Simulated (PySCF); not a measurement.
PySCF input (BP86/def2-TZVPD):

```python
from pyscf import gto, scf, dft

mol = gto.M(
    atom='''
    C    -0.00000000   -0.00000000   -1.56301822
    Br    0.00000000    0.00000000    0.26794598
    ''',
    basis='def2-tzvpd',
    charge=0,
    spin=1,
    symmetry='C2v',
    verbose=4,
)

mf = dft.UKS(mol, xc='bp86').density_fit(auxbasis='def2-universal-jkfit')
mf.grids.level = 3
mf.conv_tol = 1e-9
mf.max_cycle = 100
mf.max_memory = 1500
mf.kernel()
if not mf.converged:
    mf = mf.newton()
    mf.kernel(mf.make_rdm1())
mf.analyze()
```

End of the output:

```
Extra cycle  E= -2612.37805697053  delta_E= 3.73e-10  |g|= 2.64e-05  |ddm|= 2.91e-05
converged SCF energy = -2612.37805697053  <S^2> = 0.75420587  2S+1 = 2.0042015
**** SCF Summaries ****
Total Energy =                       -2612.378056970529542
Nuclear Repulsion Energy =              60.693275320839163
One-electron Energy =                -3751.943722566220004
Two-electron Energy =                 1078.872390274851114
Two-electron Coulomb Energy =         1175.704334887054529
DFT Exchange-Correlation Energy =      -96.831944612203444
HOMO-LUMO gap [eV] =                     0.379795543891588
Wave-function symmetry = B1
alpha occupancy for each irrep:     A1   A2   B1   B2
                                    11    1    5    4
beta  occupancy for each irrep:     A1   A2   B1   B2
                                    11    1    4    4
**** MO energy ****
alpha MO #1 (A1 #1), energy= -481.206506126248 occ= 1
alpha MO #2 (A1 #2), energy= -61.8970824574126 occ= 1
alpha MO #3 (A1 #3), energy= -55.8095791376962 occ= 1
alpha MO #4 (B2 #1), energy= -55.8086523166442 occ= 1
alpha MO #5 (B1 #1), energy= -55.8072204613018 occ= 1
alpha MO #6 (A1 #4), energy= -10.0202453169097 occ= 1
alpha MO #7 (A1 #5), energy= -8.47151721753215 occ= 1
alpha MO #8 (A1 #6), energy= -6.34536888346894 occ= 1
alpha MO #9 (B2 #2), energy= -6.342299246031 occ= 1
alpha MO #10 (B1 #2), energy= -6.33766503169527 occ= 1
alpha MO #11 (A1 #7), energy= -2.55013296434964 occ= 1
alpha MO #12 (B2 #3), energy= -2.54938144913505 occ= 1
alpha MO #13 (B1 #3), energy= -2.54607658747854 occ= 1
alpha MO #14 (A2 #1), energy= -2.54373170493063 occ= 1
alpha MO #15 (A1 #8), energy= -2.54315317143099 occ= 1
alpha MO #16 (A1 #9), energy= -0.794658097126057 occ= 1
alpha MO #17 (A1 #10), energy= -0.539426594468651 occ= 1
alpha MO #18 (B2 #4), energy= -0.341510735053087 occ= 1
alpha MO #19 (B1 #4), energy= -0.339486957608774 occ= 1
alpha MO #20 (A1 #11), energy= -0.310748153071408 occ= 1
alpha MO #21 (B1 #5), energy= -0.187437112499861 occ= 1
alpha MO #22 (B2 #5), energy= -0.173479883580598 occ= 0
alpha MO #23 (A1 #12), energy= -0.0389794733507642 occ= 0
alpha MO #24 (A1 #13), energy= 0.00507187855538049 occ= 0
alpha MO #25 (B2 #6), energy= 0.0303251544063867 occ= 0
alpha MO #26 (B1 #6), energy= 0.0306396646270928 occ= 0
alpha MO #27 (A1 #14), energy= 0.0488517112705296 occ= 0
alpha MO #28 (A1 #15), energy= 0.0867196619099177 occ= 0
alpha MO #29 (A2 #2), energy= 0.0937926902470814 occ= 0
alpha MO #30 (A1 #16), energy= 0.0944750191568794 occ= 0
alpha MO #31 (B1 #7), energy= 0.135172641734064 occ= 0
alpha MO #32 (B2 #7), energy= 0.138741337453777 occ= 0
alpha MO #33 (A1 #17), energy= 0.188888302824004 occ= 0
alpha MO #34 (B1 #8), energy= 0.201371602267446 occ= 0
alpha MO #35 (B2 #8), energy= 0.205278968087524 occ= 0
alpha MO #36 (A1 #18), energy= 0.228754333833885 occ= 0
alpha MO #37 (A2 #3), energy= 0.233406681834763 occ= 0
alpha MO #38 (A1 #19), energy= 0.236072941032374 occ= 0
alpha MO #39 (B2 #9), energy= 0.289558640535924 occ= 0
alpha MO #40 (B1 #9), energy= 0.290913198491138 occ= 0
alpha MO #41 (A1 #20), energy= 0.315569531182035 occ= 0
alpha MO #42 (A1 #21), energy= 0.37632631482233 occ= 0
alpha MO #43 (A2 #4), energy= 0.387804807444811 occ= 0
alpha MO #44 (A1 #22), energy= 0.388121568203955 occ= 0
alpha MO #45 (B1 #10), energy= 0.397275926194455 occ= 0
alpha MO #46 (B2 #10), energy= 0.399678533621602 occ= 0
alpha MO #47 (B1 #11), energy= 0.464447548538043 occ= 0
alpha MO #48 (B2 #11), energy= 0.466430438281304 occ= 0
alpha MO #49 (A1 #23), energy= 0.471468234105359 occ= 0
alpha MO #50 (A1 #24), energy= 0.549618306963666 occ= 0
alpha MO #51 (A2 #5), energy= 0.790110862156003 occ= 0
alpha MO #52 (A1 #25), energy= 0.794754034049838 occ= 0
alpha MO #53 (B1 #12), energy= 0.831476156263983 occ= 0
alpha MO #54 (B2 #12), energy= 0.83403585753141 occ= 0
alpha MO #55 (A1 #26), energy= 0.919574204613347 occ= 0
alpha MO #56 (A1 #27), energy= 1.11041586032806 occ= 0
alpha MO #57 (B1 #13), energy= 1.3523196268516 occ= 0
alpha MO #58 (B2 #13), energy= 1.35857004305359 occ= 0
alpha MO #59 (A1 #28), energy= 1.36852890010845 occ= 0
alpha MO #60 (A2 #6), energy= 1.38678654339848 occ= 0
alpha MO #61 (A1 #29), energy= 1.38702061933947 occ= 0
alpha MO #62 (B1 #14), energy= 1.39902972850025 occ= 0
alpha MO #63 (B2 #14), energy= 1.39904393830086 occ= 0
alpha MO #64 (B1 #15), energy= 1.40849415155849 occ= 0
alpha MO #65 (B2 #15), energy= 1.41460803743969 occ= 0
alpha MO #66 (A2 #7), energy= 1.41942883175274 occ= 0
alpha MO #67 (A1 #30), energy= 1.41999866729211 occ= 0
alpha MO #68 (A1 #31), energy= 1.42890806817949 occ= 0
alpha MO #69 (B2 #16), energy= 1.56718549418467 occ= 0
alpha MO #70 (B1 #16), energy= 1.57060790058428 occ= 0
alpha MO #71 (A1 #32), energy= 1.61702316585402 occ= 0
alpha MO #72 (B1 #17), energy= 1.77014137531321 occ= 0
alpha MO #73 (B2 #17), energy= 1.77187484482224 occ= 0
alpha MO #74 (A1 #33), energy= 1.77804860818861 occ= 0
alpha MO #75 (A1 #34), energy= 2.29818557454525 occ= 0
alpha MO #76 (B1 #18), energy= 2.56293202574478 occ= 0
alpha MO #77 (B2 #18), energy= 2.56493142889075 occ= 0
alpha MO #78 (A2 #8), energy= 2.63851111069883 occ= 0
alpha MO #79 (A1 #35), energy= 2.64320639767698 occ= 0
alpha MO #80 (B1 #19), energy= 2.84827319195978 occ= 0
alpha MO #81 (B2 #19), energy= 2.86086319561094 occ= 0
alpha MO #82 (A2 #9), energy= 2.9648881932839 occ= 0
alpha MO #83 (A1 #36), energy= 2.97473205041011 occ= 0
alpha MO #84 (A1 #37), energy= 3.12862889991244 occ= 0
alpha MO #85 (B1 #20), energy= 3.18292835666353 occ= 0
alpha MO #86 (B2 #20), energy= 3.19317759440552 occ= 0
alpha MO #87 (A1 #38), energy= 3.63196961533815 occ= 0
alpha MO #88 (A2 #10), energy= 3.95614493167146 occ= 0
alpha MO #89 (A1 #39), energy= 3.95625911805849 occ= 0
alpha MO #90 (B2 #21), energy= 4.06592994334038 occ= 0
alpha MO #91 (B1 #21), energy= 4.07002320375831 occ= 0
alpha MO #92 (A1 #40), energy= 4.40461650992678 occ= 0
alpha MO #93 (A1 #41), energy= 7.59201319691554 occ= 0
alpha MO #94 (A1 #42), energy= 21.3223260563706 occ= 0
beta  MO #1 (A1 #1), energy= -481.206319514548 occ= 1
beta  MO #2 (A1 #2), energy= -61.8969144991292 occ= 1
beta  MO #3 (A1 #3), energy= -55.8094833772054 occ= 1
beta  MO #4 (B2 #1), energy= -55.8086478548792 occ= 1
beta  MO #5 (B1 #1), energy= -55.8066444380038 occ= 1
beta  MO #6 (A1 #4), energy= -10.0074474064922 occ= 1
beta  MO #7 (A1 #5), energy= -8.47121051049165 occ= 1
beta  MO #8 (A1 #6), energy= -6.34525217201717 occ= 1
[...]
```
